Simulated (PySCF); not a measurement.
Spin–spin couplings to the heavy atom in ethylgermane (SMILES C[CH2][GeH3])

Geometry (Å), atoms numbered from 1 in this order:
```xyz
11

C    -1.721    0.434   -0.251
C    -0.655   -0.281    0.569
Ge    1.173    0.045   -0.061
H    -2.732    0.242    0.141
H    -1.572    1.526   -0.248
H    -1.711    0.109   -1.304
H    -0.699    0.028    1.626
H    -0.818   -1.371    0.560
H     1.327   -0.438   -1.518
H     2.198   -0.699    0.817
H     1.486    1.555   -0.019
```

Level of theory for the indirect couplings: PBE0/pcJ-1 (dyall-v2z on Ge), isolated molecule, Gaussian nuclear model, structure from PBE0-D3(BJ)/def2-SVP (PySCF 2.14 with density-fitted X2C routines).

Non-relativistic values:
| coupling | atoms | J (Hz) |
| --- | --- | --- |
| 1J(73Ge,13C) | Ge3 – C2 | -17.7 |
| 1J(73Ge,1H) | Ge3 – H9/H10/H11 | -80.6 |
| 2J(73Ge,13C) | Ge3 – C1 | 1.2 |
| 2J(73Ge,1H) | Ge3 – H7/H8 | 2.9 |
| 3J(73Ge,1H) | Ge3 – H4/H5/H6 | -4.4 |

Question: What do two-component X2C with spin–orbit coupling give?

Answer: 
```
    coupling             atoms  with spin–orbit (Hz)
1J(73Ge,13C)          Ge3 – C2                 -18.5
 1J(73Ge,1H)  Ge3 – H9/H10/H11                 -88.4
2J(73Ge,13C)          Ge3 – C1                   1.3
 2J(73Ge,1H)       Ge3 – H7/H8                   2.9
 3J(73Ge,1H)    Ge3 – H4/H5/H6                  -5.1
```

The largest listed coupling, 1J(73Ge,1H), ends at 1.10 times its non-relativistic value. Equivalent partners are averaged, as under fast rotation. In the static structure 3J(73Ge,1H) spreads over -11.1, -2.2, -1.9 Hz.
